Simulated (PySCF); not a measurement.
**Working with the constants of LiSb**

LC-ωPBE constants of LiSb, ³Σ⁻ (triplet), unpaired electrons π ↑↑ (basis Li aug-cc-pVDZ, Sb aug-cc-pVDZ-PP with ECP28; scalar-relativistic core potentials; PySCF 2.14; masses 7.0160 and 120.9038 u):

- ωe: 417.6 cm⁻¹
- ωexe: 2.03 cm⁻¹
- Be: 0.3767 cm⁻¹
- αe: 0.00303 cm⁻¹
- De to Li + Sb: 1.48 eV

Task: What force constant and bond length do these constants imply?

Result: Reduced mass μred = 6.6312 u; k = 5.8918×10⁻⁷·μred·ωe² (u, cm⁻¹, mdyn/Å) = 0.681 mdyn/Å; Re = √(16.8576/(μred·Be)) (u, cm⁻¹, Å) = 2.598 Å.

Task: Estimate the centrifugal constant D from the Kratzer relation and find the Dunham coefficient a1.

Result: D = 4Be³/ωe² = 1.23e-06 cm⁻¹; a1 = −1 − αeωe/(6Be²) = -2.49.

Spin–orbit coupling is left out, which matters for elements this heavy, above all for dissociation energies. The state is the lowest determinant that a PBE0 search found; another state may lie lower at other levels.
